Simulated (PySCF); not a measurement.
Compound: C₈H₈ (charge +1 and doublet state).
Numbering: `[CH2:1][CH+:2][c:3]1[cH:4][cH:5][cH:6][cH:7][cH:8]1` (hydrogens: H9, H10 on C1; H11 on C2; H12 on C4; H13 on C5; H14 on C6; H15 on C7; H16 on C8)

Cartesian coordinates in Å at the GFN2-xTB level; atoms count from 1:
```xyz
16
C8H8 angstrom
C      2.732   -0.754   -0.270
C      1.859    0.286   -0.177
C      0.443    0.185   -0.044
C     -0.252   -1.059   -0.009
C     -1.616   -1.088    0.124
C     -2.341    0.110    0.225
C     -1.680    1.347    0.196
C     -0.316    1.388    0.061
H      3.790   -0.571   -0.369
H      2.426   -1.788   -0.249
H      2.258    1.293   -0.201
H      0.295   -1.984   -0.089
H     -2.140   -2.031    0.152
H     -3.417    0.078    0.324
H     -2.249    2.261    0.278
H      0.201    2.336    0.036
```

The hyperfine couplings belong to this conformer and change with its torsions.

The calculation used UKS B3LYP, pcH-1 on C H, non-relativistic, mean-field spin-orbit, GIAO (PySCF 2.14.0). Isolated species at its GFN2-xTB geometry (one conformer only). The geometry wasn't refined by DFT: couplings that depend on bond lengths, twists or pyramidal angles can differ widely from those at the functional's own minimum, by a factor of two or more for some ions and for spin on atoms past the first row. The SCF solution wasn't tested for stability.

Question: Give the principal g shifts and their parts.

Answer: 
```json
{"Δg (ppm)": "relativistic mass correction", "1": "-138", "2": "-138", "3": "-138"}
{"Δg (ppm)": "gauge correction", "1": "1", "2": "37", "3": "30"}
{"Δg (ppm)": "orbital Zeeman/spin–orbit", "1": "-4", "2": "16", "3": "818"}
{"Δg (ppm)": "total", "1": "-141", "2": "-84", "3": "710"}
```

So g = 2.00218, 2.00223, 2.00303 and g_iso = 2.00248; the tensor is close to axial: the two nearest values differ by 7 % of g3 − g1. Axes: g1 is normal to the molecular plane and g2 points within 4° of the C1–H9 bond.

Question: How much does each term add to the isotropic shift?

Answer: The orbital-Zeeman/spin–orbit term 277, the mass correction -138 and the gauge correction 22 ppm, for a total of 161 ppm. The orbital-Zeeman/spin–orbit term is the largest in size. The mass correction is the same along every axis, so the anisotropy comes from the other two: their spans along these axes are 36 (gauge) and 822 ppm (orbital Zeeman/spin–orbit).

Question: At 9.402 GHz, how far is the centre of the isotropic spectrum from where a free electron (g = 2.002319) resonates?

Answer: B = hν/(g μB) with μB/h = 13.99624 MHz/mT gives 335.49 mT for the free electron and 335.46 mT at g_iso, 0.03 mT lower.

Question: In a frozen sample, at which fields do the three g values resonate at 9.5, 34, 94 and 263 GHz (hyperfine left aside), and which band first spreads them over more than twice a line width of 0.3 mT?

Answer: 
```
band    GHz  B(g3) mT  B(g2) mT  B(g1) mT  spread mT
   X    9.5    338.86    339.00    339.01       0.14
   Q   34.0   1212.77   1213.26   1213.29       0.52
   W   94.0   3352.97   3354.30   3354.39       1.43
   J  263.0   9381.17   9384.89   9385.16       3.99
```

The spread grows in proportion to the frequency. W band is the first where it exceeds 0.6 mT.

Largest spin populations (Mulliken): C1 (+0.47), C6 (+0.31), C3 (+0.20) and C4 (+0.11). Three atoms exceed +0.15.

The HOMO–LUMO gaps are 4.98 eV among the α and 2.33 eV among the β orbitals.
